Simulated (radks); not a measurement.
Species: Pb+. Configuration: [Hg] 7p1 (not the ground configuration).

Method: Dirac Kohn-Sham, BLYP, spin-unpolarised, spherical densities, point nucleus; open shells fill j = l - 1/2 first; computed with a radial shooting solver on a logarithmic mesh with Libxc functionals.

Energy parts (hartree):
part                       energy
total                 -20929.1238
kinetic                24373.1610
electron-nucleus      -52947.9091
Hartree                 8036.5928
exchange-correlation    -390.9685

Orbitals (lengths in bohr, moments of r in powers of bohr; <r^-3> diverges for s and p1/2; r(max) is where P^2 peaks; r(90%) holds 90 % of the orbital's charge):
[
 {"orbital": "1s1/2", "occ.": "2", "eigenvalue (hartree)": "-3234.004", "<r^-3>": "-", "r(max)": "0.009835", "r(90%)": "0.0294"},
 {"orbital": "2s1/2", "occ.": "2", "eigenvalue (hartree)": "-578.2874", "<r^-3>": "-", "r(max)": "0.05736", "r(90%)": "0.105"},
 {"orbital": "2p1/2", "occ.": "2", "eigenvalue (hartree)": "-555.3107", "<r^-3>": "-", "r(max)": "0.04197", "r(90%)": "0.0918"},
 {"orbital": "2p3/2", "occ.": "4", "eigenvalue (hartree)": "-474.8086", "<r^-3>": "23390", "r(max)": "0.04969", "r(90%)": "0.104"},
 {"orbital": "3s1/2", "occ.": "2", "eigenvalue (hartree)": "-139.1260", "<r^-3>": "-", "r(max)": "0.1614", "r(90%)": "0.256"},
 {"orbital": "3p1/2", "occ.": "2", "eigenvalue (hartree)": "-128.7714", "<r^-3>": "-", "r(max)": "0.1504", "r(90%)": "0.248"},
 {"orbital": "3p3/2", "occ.": "4", "eigenvalue (hartree)": "-110.8104", "<r^-3>": "5523", "r(max)": "0.1660", "r(90%)": "0.270"},
 {"orbital": "3d3/2", "occ.": "4", "eigenvalue (hartree)": "-93.81528", "<r^-3>": "969.5", "r(max)": "0.1289", "r(90%)": "0.244"},
 {"orbital": "3d5/2", "occ.": "6", "eigenvalue (hartree)": "-89.99394", "<r^-3>": "791.3", "r(max)": "0.1331", "r(90%)": "0.251"},
 {"orbital": "4s1/2", "occ.": "2", "eigenvalue (hartree)": "-31.82727", "<r^-3>": "-", "r(max)": "0.3627", "r(90%)": "0.551"},
 {"orbital": "4p1/2", "occ.": "2", "eigenvalue (hartree)": "-27.34881", "<r^-3>": "-", "r(max)": "0.3603", "r(90%)": "0.560"},
 {"orbital": "4p3/2", "occ.": "4", "eigenvalue (hartree)": "-22.95087", "<r^-3>": "1358", "r(max)": "0.3919", "r(90%)": "0.608"},
 {"orbital": "4d3/2", "occ.": "4", "eigenvalue (hartree)": "-15.66385", "<r^-3>": "216.3", "r(max)": "0.3831", "r(90%)": "0.633"},
 {"orbital": "4d5/2", "occ.": "6", "eigenvalue (hartree)": "-14.84340", "<r^-3>": "172.4", "r(max)": "0.3927", "r(90%)": "0.649"},
 {"orbital": "5s1/2", "occ.": "2", "eigenvalue (hartree)": "-5.72342", "<r^-3>": "-", "r(max)": "0.7895", "r(90%)": "1.22"},
 {"orbital": "4f5/2", "occ.": "6", "eigenvalue (hartree)": "-5.40943", "<r^-3>": "37.88", "r(max)": "0.3475", "r(90%)": "0.716"},
 {"orbital": "4f7/2", "occ.": "8", "eigenvalue (hartree)": "-5.22452", "<r^-3>": "35.88", "r(max)": "0.3520", "r(90%)": "0.726"},
 {"orbital": "5p1/2", "occ.": "2", "eigenvalue (hartree)": "-4.19520", "<r^-3>": "-", "r(max)": "0.8278", "r(90%)": "1.32"},
 {"orbital": "5p3/2", "occ.": "4", "eigenvalue (hartree)": "-3.37132", "<r^-3>": "250.3", "r(max)": "0.9050", "r(90%)": "1.45"},
 {"orbital": "5d3/2", "occ.": "4", "eigenvalue (hartree)": "-1.26929", "<r^-3>": "26.04", "r(max)": "1.054", "r(90%)": "1.92"},
 {"orbital": "5d5/2", "occ.": "6", "eigenvalue (hartree)": "-1.17333", "<r^-3>": "20.13", "r(max)": "1.087", "r(90%)": "1.99"},
 {"orbital": "6s1/2", "occ.": "2", "eigenvalue (hartree)": "-0.84184", "<r^-3>": "-", "r(max)": "1.926", "r(90%)": "3.17"},
 {"orbital": "7p1/2", "occ.": "1", "eigenvalue (hartree)": "-0.16562", "<r^-3>": "-", "r(max)": "6.154", "r(90%)": "9.38"},
 {"orbital": "7p3/2", "occ.": "0", "eigenvalue (hartree)": "-0.15250", "<r^-3>": "4.294", "r(max)": "6.561", "r(90%)": "9.93"}
]

The highest occupied level is 7p1/2 at -4.507 eV. Summed over all electrons, <r^2> = 95.43 bohr^2, which gives a Langevin (diamagnetic) susceptibility term of -75.6 x 10^-6 cm^3/mol.
